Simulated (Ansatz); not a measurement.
Reaction (formal hydrolysis of the Si–S bond): `SC[SiH2]SS` + H₂O → `O[SiH2]CS` + `SS`

Computed with Ansatz on PBE0-D4/def2-TZVP structures; ΔE is electronic, products minus reactants. CCSD(T)/CBS is the MP2 limit (def2-TZVPP, def2-QZVPP) plus CCSD(T) − MP2 in def2-TZVPP, frozen cores. This one scheme is used for every species. Each species was taken in one conformer, which may not be the lowest.

```csv
species,HF/def2-QZVPP energy (Eh)
`SC[SiH2]SS`,-1523.02308
H₂O,-76.06663
`O[SiH2]CS`,-802.83923
`SS`,-796.27342
```

Q: Work out ΔE.

A: ΔE = (-802.83923) + (-796.27342) − (-1523.02308) − (-76.06663) = -0.02294 Eh = -60.2 kJ/mol. CCSD(T)/CBS gives -36.6 kJ/mol.

Largest T1 diagnostic among the species: 0.011.

The D4 term adds +8.5 kJ/mol with B3LYP and +4.9 kJ/mol with PBE0; it sums over pairs of atoms, weighted by their polarisabilities, and B3LYP, whose exchange is more repulsive, gets the larger term. In def2-TZVPP, CCSD(T) changes the Hartree–Fock value by +18.2 kJ/mol (the triples alone add +3.6 kJ/mol) and MP2 by +23.0 kJ/mol.

B3LYP here is the variant with VWN-RPA as its local correlation; programs differ in this.
